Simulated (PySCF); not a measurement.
PBEsol on In⁻ (indium, charge -1), [Kr] 4d10 5s2 5p2, high-spin 3P determinant. All numbers are calculated (PySCF 2.14, scalar relativity through the core potential, in def2-TZVPPD with the def2 core potential (28 electrons)).

```
cycle= 1 E= -189.903435509119  delta_E= -0.013  |g|= 0.093  |ddm|= 0.837
cycle= 2 E= -189.903628179068  delta_E= -0.000193  |g|= 0.0899  |ddm|= 0.267
cycle= 3 E= -189.90584648475  delta_E= -0.00222  |g|= 0.00821  |ddm|= 0.154
cycle= 4 E= -189.905911114169  delta_E= -6.46e-05  |g|= 0.000231  |ddm|= 0.0352
cycle= 5 E= -189.905911199436  delta_E= -8.53e-08  |g|= 2.86e-05  |ddm|= 0.00215
cycle= 6 E= -189.905911200315  delta_E= -8.8e-10  |g|= 1.94e-06  |ddm|= 0.000214
converged SCF energy = -189.905911200315  <S^2> = 2.0016703  2S+1 = 3.0011133
```

Highest occupied orbital energy: 1.718 eV; ⟨L²⟩ = 2.00; populations by l: s 4.00, p 8.00, d 10.00, f 0.00.

Problem. Can this result be used?

Solution. With care. Self-consistency was reached. Energies and moments cover only the electrons outside the core potential. At PBEsol the highest occupied level has a positive energy, so only the finite basis holds that electron; in a semilocal or global hybrid functional this comes from self-interaction and does not mean that the real anion is unbound.
